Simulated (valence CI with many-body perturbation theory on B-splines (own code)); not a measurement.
Ge XVIII: electric-dipole lines

Calculated by relativistic CI+MBPT: five valence electrons over a frozen Dirac-Fock core [Ne], radial functions for each j: 11 s, 11 p, 10 d, 8 f, 5 g, 2 h, with the one-electron correlation potential Σ1, the two-electron term Σ2, the three-electron term Σ3, Breit, model QED; selected CI, second order for the rest, scaled by the run's own slope (own B-spline code, finite nucleus).

No measured spectrum was set against this ion. As an estimate, levels of excited configurations hold to 0.05 to 0.15 % of their energy, terms of the ground configuration to about 0.5 %. Among the levels kept, up to 3300 cm⁻¹ of a level comes from second order outside the variational space, and about a tenth of that is noise between levels of different J, which matters for small intervals.

Lines 101 to 150 of 588 in falling wavelength, among levels below 193.22 eV, chosen from the strongest by gf and those to the six lowest levels. Wavelengths and rates use the calculated energies, so an error of 300 cm⁻¹ moves a line at 192.3 Å by 0.058 % and its rate by three times that or more. Electric multipoles are in the length gauge with retardation, E1 and E2 with the static RPA response of the core. Weak lines are less certain than strong ones. Lines between different terms over intervals too small for the method are left out, as are lines whose strength nearly cancels. Where a level lies close to another of its J and parity, the split of strength between their lines is uncertain. The highest levels of a list are the least certain.

Names give the largest LS component (configuration and term), which can be under half, so a name can repeat, a term be missing and a line seem to break the LS rules; names also repeat where a configuration has a term twice. Letters in brackets count levels of one name in rising energy.

```
λ vac (Å)                 Upper                Lower   A (s⁻¹)  log gf  Branch %
    192.3       3s²3p²3d ⁴D_5/2       3s²3p³ ²P°_3/2  4.55e+07   -2.82       1.3
    192.0       3s3p³3d ⁶D°_7/2         3s3p⁴ ⁴P_5/2  3.50e+07   -2.81      26.9
    191.1      3s3p⁴ ²S_1/2 [a]       3s²3p³ ²D°_3/2  1.25e+10   -0.86      63.0
    190.4   3s3p³3d ⁴D°_7/2 [c]      3s²3p²3d ⁴F_9/2  4.42e+09   -0.72       4.7
    189.9  3s²3p3d² ⁴D°_5/2 [a]  3s²3p²3d ²F_5/2 [b]  4.26e+09   -0.86       4.3
    189.7   3s3p³3d ⁴D°_5/2 [c]  3s²3p²3d ²F_7/2 [a]  5.97e+09   -0.71       8.3
    189.5   3s3p³3d ²P°_3/2 [e]  3s²3p²3d ²P_3/2 [b]  7.98e+09   -0.76       5.4
    189.5   3s3p³3d ²G°_9/2 [b]      3s²3p²3d ⁴D_7/2  6.91e+09   -0.43      19.6
    189.3       3s²3p²3d ⁴F_3/2       3s²3p³ ²D°_5/2  3.55e+08   -2.12      16.3
    188.7   3s3p³3d ²P°_1/2 [c]      3s²3p²3d ²S_1/2  1.07e+10   -0.94       7.4
    188.1           3p⁵ ²P°_3/2         3s3p⁴ ⁴P_5/2  6.28e+08   -1.88       4.2
    186.7          3p⁴3d ⁴F_9/2  3s3p³3d ⁴D°_7/2 [a]  4.93e+09   -0.59      21.5
    186.5   3s3p³3d ²G°_7/2 [b]      3s²3p²3d ⁴D_5/2  4.45e+09   -0.73      10.4
    186.4   3s3p³3d ²F°_7/2 [c]  3s²3p²3d ²D_5/2 [a]  1.15e+10   -0.32      11.9
    186.4       3s²3p²3d ⁴D_3/2       3s²3p³ ²P°_1/2  1.25e+08   -2.59       2.5
    185.9  3s²3p3d² ⁴D°_5/2 [a]  3s²3p²3d ²D_5/2 [b]  3.15e+09   -1.01       3.2
    185.3  3s²3p3d² ²F°_5/2 [a]  3s²3p²3d ²F_5/2 [b]  4.94e+09   -0.82       5.0
    185.2   3s3p³3d ⁴D°_5/2 [c]      3s²3p²3d ⁴F_7/2  5.78e+09   -0.75       8.0
    185.1       3s²3p²3d ⁴F_5/2       3s²3p³ ²D°_5/2  2.38e+08   -2.13      20.4
    184.4   3s3p³3d ²F°_5/2 [b]  3s²3p²3d ²D_3/2 [a]  6.92e+09   -0.67       6.6
    183.3       3s²3p²3d ⁴F_3/2       3s²3p³ ²D°_3/2  1.23e+09   -1.61      56.3
    183.3   3s3p³3d ²D°_5/2 [f]  3s²3p²3d ²D_5/2 [c]  6.75e+09   -0.69       3.6
    182.7   3s3p³3d ²F°_5/2 [a]      3s²3p²3d ⁴D_5/2  2.78e+09   -1.08      14.4
    182.1   3s3p³3d ²D°_5/2 [e]  3s²3p²3d ²P_3/2 [b]  3.14e+09   -1.03       2.3
    181.9   3s3p³3d ²P°_3/2 [e]  3s²3p²3d ²F_5/2 [b]  9.56e+09   -0.72       6.5
    181.2   3s3p³3d ²D°_3/2 [d]  3s²3p²3d ²D_5/2 [c]  1.77e+10   -0.46       8.8
    181.2  3s²3p3d² ²F°_7/2 [a]  3s²3p²3d ²F_7/2 [b]  5.36e+09   -0.68       5.6
    181.1  3s²3p3d² ⁴D°_5/2 [b]  3s²3p²3d ²D_5/2 [c]  3.97e+09   -0.93       2.3
    180.9   3s3p³3d ²G°_7/2 [b]  3s²3p²3d ²F_7/2 [a]  7.58e+09   -0.53      17.7
    180.9   3s3p³3d ⁴D°_3/2 [c]  3s²3p²3d ²F_5/2 [a]  6.21e+09   -0.91       8.1
    180.8   3s3p³3d ²D°_3/2 [d]  3s²3p²3d ²D_3/2 [c]  1.13e+10   -0.66       5.6
    180.6   3s3p³3d ²D°_5/2 [e]  3s²3p²3d ²F_7/2 [b]  1.08e+10   -0.50       7.8
    180.3          3p⁴3d ⁴F_7/2  3s3p³3d ⁴D°_5/2 [a]  4.20e+09   -0.79      17.9
    180.3   3s3p³3d ²P°_3/2 [e]  3s²3p²3d ²P_1/2 [b]  1.07e+10   -0.68       7.3
    179.9   3s3p³3d ⁴D°_7/2 [d]      3s²3p²3d ⁴D_7/2  1.27e+10   -0.31      14.3
    179.3       3s²3p²3d ⁴F_5/2       3s²3p³ ²D°_3/2  8.25e+07   -2.62       7.1
    178.7       3s²3p²3d ⁴F_7/2       3s²3p³ ²D°_5/2  1.10e+08   -2.38     100.0
    178.1      3s²3p3d² ⁴P°_5/2  3s²3p²3d ²F_7/2 [b]  7.84e+09   -0.65       6.3
    176.7   3s3p³3d ²G°_7/2 [b]  3s²3p²3d ²F_5/2 [a]  6.54e+09   -0.61      15.2
    175.4  3s²3p3d² ²D°_3/2 [a]  3s²3p²3d ²F_5/2 [b]  4.76e+09   -1.06       3.9
    175.0   3s3p³3d ²F°_7/2 [b]      3s²3p²3d ⁴F_9/2  8.45e+09   -0.51      19.0
    174.7   3s²3p²3d ²F_7/2 [a]       3s²3p³ ²D°_5/2  1.11e+08   -2.39     100.0
    174.6   3s3p³3d ²G°_9/2 [b]  3s²3p²3d ²F_7/2 [a]  6.68e+09   -0.52      19.0
    174.4   3s²3p²3d ²P_3/2 [a]       3s²3p³ ⁴S°_3/2  1.38e+08   -2.60       1.0
    174.1   3s3p³3d ²P°_3/2 [a]     3s3p⁴ ²S_1/2 [b]  4.59e+09   -1.08       3.8
    174.0   3s3p³3d ²P°_1/2 [c]  3s²3p²3d ²D_3/2 [b]  1.06e+10   -1.02       7.3
    174.0   3s3p³3d ⁴D°_1/2 [c]      3s²3p²3d ⁴F_3/2  9.99e+09   -1.04      10.0
    173.8  3s²3p3d² ²D°_3/2 [a]  3s²3p²3d ²P_1/2 [b]  2.26e+10   -0.39      18.4
    173.8       3s²3p²3d ⁴D_3/2       3s²3p³ ²D°_5/2  2.70e+09   -1.31      53.7
    173.4          3s3p⁴ ²P_3/2       3s²3p³ ²P°_3/2  2.61e+09   -1.33       2.4
```

(1) How does gf follow from A for the line at 189.7 Å?

Results:

(1) gf = 1.4992 × (2J+1)_upper × A / σ², with σ = 527163 cm⁻¹ and 2J+1 = 6: gf = 0.193.
